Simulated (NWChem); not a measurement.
# InH₂O₂Cl; SMILES [Cl][In]([OH])[OH]

```xyz
6

In     0.0485     0.3066     0.0000
Cl    -0.1588    -2.0179     0.0000
O     -1.5927     1.4158     0.0000
H     -1.3708     2.3554     0.0000
O      1.8507     1.1438     0.0000
H      2.5506     0.4793     0.0000
```
Atoms are numbered in this order, from 1.

Level: PBE0/def2-SVP with def2 effective core potentials on In (NWChem), optimised geometry, unscaled harmonic frequencies. def2 effective core potentials on In; no spin-orbit coupling.

Task: List the harmonic frequencies with IR intensities, and the thermochemistry.

Result: 
```csv
frequency (cm⁻¹),IR intensity (km/mol)
105,11.8
121,23.3
131,22.5
272,190.1
289,14.1
376,31.1
605,42.3
636,81.4
829,53.2
853,98.5
3879,85.7
3886,65.8
```

```
Property                                                                           Result
-----------------------------------------------------------------------  ----------------
zero-point energy                                                           17.1 kcal/mol
thermal correction to the enthalpy at 298.15 K (with zero-point energy)     21.8 kcal/mol
heat capacity Cv                                                         19.8 cal/(mol K)
entropy at 298.15 K and 1 atm (symmetry number 1)                        83.4 cal/(mol K)
```

Rigid rotor and harmonic oscillator.
